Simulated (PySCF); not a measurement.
## Electron affinity of Rb by level of theory

Rb- [Kr] 5s2 (1S) → Rb [Kr] 5s1 (2S), as a difference of total energies. All numbers are calculated (PySCF 2.14, scalar relativity through the core potential, in def2-TZVPPD with the def2 core potential (28 electrons) (6s4p3d1f, 40 functions)). Correlated levels: valence: 4s2 4p6 frozen. The calculations carry no spin-orbit coupling.

Problem. Order these methods by the electron affinity they give, lowest first.
A. SCS-MP2 (valence)
B. CCSD (valence)
C. UHF
D. MP2 (valence)

Solution. C (-0.160 eV), D (0.207 eV), A (0.281 eV), B (0.427 eV).

Errors of the correlated levels include the incompleteness of this basis and the frozen core.

A negative affinity means that the anion lies above the atom at that level of theory.

With two correlated electrons CCSD is exact in that space.

The coupled-cluster amplitudes are large for Rb- (T1 above 0.03 or a double amplitude above 0.15), so a single reference is strained.

For comparison: 0.486 eV (measured; photodetachment measurements, as compiled on the Wikipedia data page of electron affinities).
